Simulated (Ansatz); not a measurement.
Born–Oppenheimer molecular dynamics of C₂H₆OSSi (11 atoms, charge 0, multiplicity 1). It goes on from the last frame of an earlier run, with new velocities.

All numbers below come from RKS PBE0/6-31G (Ansatz).

- ensemble: NVT, Langevin thermostat
- time step: 0.5 fs
- steps asked: 250
- set temperature: 300 K
- friction: 0.05 /fs
- seed: 879420

First frame:

```xyz
11
Properties=species:S:1:pos:R:3
C -1.476 -0.646 -0.702
Si 0.165 0.151 -0.186
S 1.331 0.388 -2.021
C 0.918 0.171 1.511
O 0.163 1.439 1.120
H -1.252 -1.594 -1.192
H -2.074 -0.757 0.200
H -1.942 -0.074 -1.517
H 2.557 0.835 -1.528
H 1.976 0.310 1.699
H 0.428 -0.386 2.338
```

(1) How far do the bonds stretch over the last three quarters of this one trajectory? (Pairs bonded in most of those frames.)

Answers

(1) 
```json
{"bond": "C1–Si2", "mean (Å)": "1.879", "spread (Å)": "0.035", "shortest": "1.81", "longest": "1.94"}
{"bond": "C1–H6", "mean (Å)": "1.099", "spread (Å)": "0.019", "shortest": "1.06", "longest": "1.15"}
{"bond": "C1–H7", "mean (Å)": "1.100", "spread (Å)": "0.026", "shortest": "1.03", "longest": "1.17"}
{"bond": "C1–H8", "mean (Å)": "1.096", "spread (Å)": "0.027", "shortest": "1.04", "longest": "1.16"}
{"bond": "Si2–S3", "mean (Å)": "2.210", "spread (Å)": "0.028", "shortest": "2.16", "longest": "2.26"}
{"bond": "Si2–C4", "mean (Å)": "1.869", "spread (Å)": "0.034", "shortest": "1.83", "longest": "1.94"}
{"bond": "Si2–O5", "mean (Å)": "1.769", "spread (Å)": "0.038", "shortest": "1.70", "longest": "1.84"}
{"bond": "S3–H9", "mean (Å)": "1.374", "spread (Å)": "0.029", "shortest": "1.32", "longest": "1.44"}
{"bond": "C4–O5", "mean (Å)": "1.547", "spread (Å)": "0.030", "shortest": "1.49", "longest": "1.61"}
{"bond": "C4–H10", "mean (Å)": "1.093", "spread (Å)": "0.032", "shortest": "1.02", "longest": "1.16"}
{"bond": "C4–H11", "mean (Å)": "1.090", "spread (Å)": "0.030", "shortest": "1.03", "longest": "1.15"}
```

Mean temperature of the second half: 314 K. A run of 0.12 ps of so small a system gives no equilibrium averages. Limits of this set-up: no polarisation functions.

Time of the run: 11 min on 1 thread of Arm Neoverse V2 (shared host), peak memory 0.24 GiB.
